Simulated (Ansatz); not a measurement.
Reaction (cleavage of the Si–Si bond): `O=C1C[SiH]1[SiH2]O` + `N[SiH](O)Cl` → `O[SiH2]N[SiH](O)Cl` + `O=C1C[SiH2]1`

Gas-phase electronic energies from Ansatz, PBE0-D4/def2-TZVP geometries. CBS: MP2 limit from def2 TZ/QZ plus the TZ coupled-cluster correction, frozen cores. DFT in def2-TZVPP. Each species was taken in one conformer, which may not be the lowest.

`O=C1C[SiH]1[SiH2]O`:

Cartesian coordinates in Å:
```
O 1.474 1.097 2.664
C 1.161 0.450 1.715
C 1.821 -0.211 0.554
Si -0.043 -0.613 0.708
Si -1.438 0.373 -0.865
O -1.541 -0.632 -2.171
H 2.079 0.461 -0.265
H 2.616 -0.920 0.783
H -0.390 -1.944 1.264
H -0.833 1.687 -1.226
H -2.780 0.634 -0.275
H -2.127 -0.381 -2.887
```

`N[SiH](O)Cl`:

```xyz
8

N    -0.998   -0.150    0.661
Si    0.567    0.036    0.023
O     0.647   -0.516   -1.509
Cl    0.940    2.055    0.157
H    -1.365    0.511    1.325
H    -1.425   -1.058    0.749
H     1.668   -0.666    0.708
H    -0.033   -0.212   -2.114
```

`O[SiH2]N[SiH](O)Cl`:

Z-matrix (Å, degrees):
```
Si
N 1 1.733
O 1 1.638 2 106.9
H 1 1.482 2 113.1 3 116.3
H 1 1.489 2 108.7 3 -122.6
Si 2 1.705 1 124.2 3 -4.5
H 2 1.010 1 118.8 3 171.7
H 3 0.962 1 117.4 2 -43.3
O 6 1.644 2 111.6 1 49.7
Cl 6 2.056 2 106.6 1 170.2
H 6 1.470 2 114.9 1 -68.9
H 9 0.960 6 117.0 2 73.9
```

`O=C1C[SiH2]1`:

Cartesian coordinates in Å:
```
O 0.318 2.234 0.277
C 0.099 1.081 0.077
C 0.888 -0.193 -0.015
Si -0.990 -0.450 -0.035
H 1.556 -0.432 0.811
H 1.364 -0.334 -0.988
H -1.578 -0.936 -1.305
H -1.658 -0.971 1.179
```

Q: Is it downhill or uphill in electronic energy at CCSD(T)/CBS, and by how much? (Best estimate.)

A: Ansatz gave: Downhill: ΔE = -16.2 kcal/mol.

Q: What do these levels give: PBE0-D4, ωB97M-V, MP2/def2-TZVPP, SCS-MP2/def2-TZVPP, CCSD(T)/def2-TZVPP, MP2/CBS(def2)? (Estimate.)

A: Computed: PBE0-D4 -13.1, ωB97M-V -17.5, MP2/def2-TZVPP -17.8, SCS-MP2/def2-TZVPP -18.1, CCSD(T)/def2-TZVPP -16.5, MP2/CBS(def2) -17.5 kcal/mol.

Largest T1 diagnostic among the species: 0.017.

The D4 term adds −1.3 kcal/mol with B3LYP and −0.7 kcal/mol with PBE0; it sums over pairs of atoms, weighted by their polarisabilities, and B3LYP, whose exchange is more repulsive, gets the larger term. From PBE to PBE0 (25 % exact exchange), in def2-TZVPP and without D4, ΔE moves by −2.0 kcal/mol.

B3LYP here is the variant with VWN-RPA as its local correlation; programs differ in this.
